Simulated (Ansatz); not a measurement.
Isomers of CH5NOSi, relaxed with PBE0-D4/def2-TZVP in Ansatz; electronic energies, one conformer each and not always the lowest. Functionals use def2-TZVPP; CBS adds triple-zeta CCSD(T) − MP2 to the MP2 limit of def2-TZVPP and def2-QZVPP.

Q: Order them by energy at frozen-core CCSD(T)/CBS, lowest first. (Estimate.)
A. `NC(=O)[SiH3]`
B. `O=CN[SiH3]`
C. `NC1O[SiH2]1`
D. `C1N[SiH2]O1`
E. `OC1N[SiH2]1`

A: B (0.0 kJ/mol), D (5.0 kJ/mol), A (69.8 kJ/mol), C (123.5 kJ/mol), E (188.8 kJ/mol).

Q: How do PBE0-D4, ωB97M-V, B2PLYP, B3LYP place them (kJ/mol, against `O=CN[SiH3]`)? (Best estimate.)

A: Computed: 
| isomer | PBE0-D4 | ωB97M-V | B2PLYP | B3LYP |
| --- | --- | --- | --- | --- |
| `C1N[SiH2]O1` | 10.5 | 8.5 | 20.1 | 26.9 |
| `OC1N[SiH2]1` | 183.5 | 188.9 | 202.8 | 203.1 |
| `NC1O[SiH2]1` | 122.6 | 126.3 | 134.3 | 136.3 |
| `NC(=O)[SiH3]` | 61.5 | 67.5 | 68.5 | 64.1 |

B3LYP here is the variant with VWN-RPA as its local correlation; programs differ in this.
